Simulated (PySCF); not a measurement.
Ca⁴⁺ (calcium, charge +4) across methods

[Ne] 3s2 3p4, high-spin 3P determinant. All numbers are calculated (PySCF 2.14, the non-relativistic Hamiltonian (point nucleus), in an uncontracted even-tempered set (19 s from 0.054 bohr⁻², ratio 2.5; 13 p from 0.071 bohr⁻², ratio 2.5; 5 d from 1.5 bohr⁻², ratio 2.7; 5 f from 2.3 bohr⁻², ratio 2.7)).

```json
{"method": "UHF", "E (hartree)": "-671.90876", "mean ε 3s β (eV)": "-103.71", "mean ε 3p α (eV)": "-87.792", "mean ε 3p β (eV)": "-83.751", "Σ⟨r²⟩ (bohr²)": "10.20", "⟨S²⟩": "2.006"}
{"method": "LDA", "E (hartree)": "-670.715", "mean ε 3s β (eV)": "-94.922", "mean ε 3p α (eV)": "-78.659", "mean ε 3p β (eV)": "-75.582", "Σ⟨r²⟩ (bohr²)": "10.17", "⟨S²⟩": "2.001"}
{"method": "PBE", "E (hartree)": "-672.350", "mean ε 3s β (eV)": "-94.761", "mean ε 3p α (eV)": "-78.737", "mean ε 3p β (eV)": "-75.689", "Σ⟨r²⟩ (bohr²)": "10.15", "⟨S²⟩": "2.002"}
{"method": "PBEsol", "E (hartree)": "-671.510", "mean ε 3s β (eV)": "-94.656", "mean ε 3p α (eV)": "-78.623", "mean ε 3p β (eV)": "-75.511", "Σ⟨r²⟩ (bohr²)": "10.15", "⟨S²⟩": "2.002"}
{"method": "PBE0", "E (hartree)": "-672.397", "mean ε 3s β (eV)": "-97.399", "mean ε 3p α (eV)": "-81.282", "mean ε 3p β (eV)": "-78.032", "Σ⟨r²⟩ (bohr²)": "10.15", "⟨S²⟩": "2.003"}
{"method": "r2SCAN", "E (hartree)": "-672.534", "mean ε 3s β (eV)": "-95.160", "mean ε 3p α (eV)": "-79.609", "mean ε 3p β (eV)": "-76.236", "Σ⟨r²⟩ (bohr²)": "10.15", "⟨S²⟩": "2.003"}
```

Problem. Estimate the same row for BP86.

Solution. E (hartree) = -672.630; mean ε 3s β (eV) = -94.948; mean ε 3p α (eV) = -78.757; mean ε 3p β (eV) = -75.832; Σ⟨r²⟩ (bohr²) = 10.13; ⟨S²⟩ = 2.002.
